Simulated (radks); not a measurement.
The numbers below are computed, except where a source is named.
The iridium ion Ir+ inside a hard spherical wall (all orbitals vanish at R), configuration held at [Xe] 4f14 5d7 6s1 and not refilled when levels cross. Code: a radial shooting solver on a logarithmic mesh with Libxc functionals. Model: scalar-relativistic Kohn-Sham, PBEsol, spin-polarised, spherical densities, point nucleus; open shells are filled with parallel spins first (spin-orbit coupling, left out, can overturn this in heavy ions). Eigenvalues in eV for spin up, with the zero of energy where the potential of the charges vanishes at infinity; a dash marks a level that is unbound or too diffuse for the functional's potential to be trusted. A positive occupied level is held by the wall or, in an anion where self-interaction has pushed it up, behind a barrier. The pressure on the wall is -dE/dV.

\begin{tabular}{lrrrrrrrrr}
R (bohr) & E (hartree) & kinetic (hartree) & e(4f) & e(5p) & e(5d) & e(6s) & e(6p, empty) & e(7s, empty) & pressure (GPa) \\ \hline
free & -17822.2198 & 19817.832 & -70.524 & -63.739 & -16.250 & -14.386 & -7.669 & - & 0 \\
10 & -17822.2198 & 19817.833 & -70.523 & -63.739 & -16.250 & -14.385 & -7.661 & -2.994 & 0.000240 \\
8 & -17822.2196 & 19817.835 & -70.511 & -63.726 & -16.239 & -14.373 & -7.577 & -1.588 & 0.0142 \\
7 & -17822.2186 & 19817.848 & -70.463 & -63.680 & -16.198 & -14.325 & -7.379 & 0.278 & 0.107 \\
6 & -17822.2126 & 19817.902 & -70.267 & -63.494 & -16.031 & -14.114 & -6.782 & 4.150 & 0.809 \\
3.5 & -17821.6814 & 19820.745 & -63.602 & -57.670 & -10.360 & -4.677 & 8.572 & 56.225 & 186 \\
3 & -17820.8529 & 19824.472 & -57.472 & -52.641 & -4.709 & 6.351 & 24.046 & 96.771 & 686 \\
2.5 & -17818.4440 & 19834.634 & -45.247 & -42.697 & 7.671 & 32.821 & 58.470 & 176.86 & 3040 \\
\end{tabular}
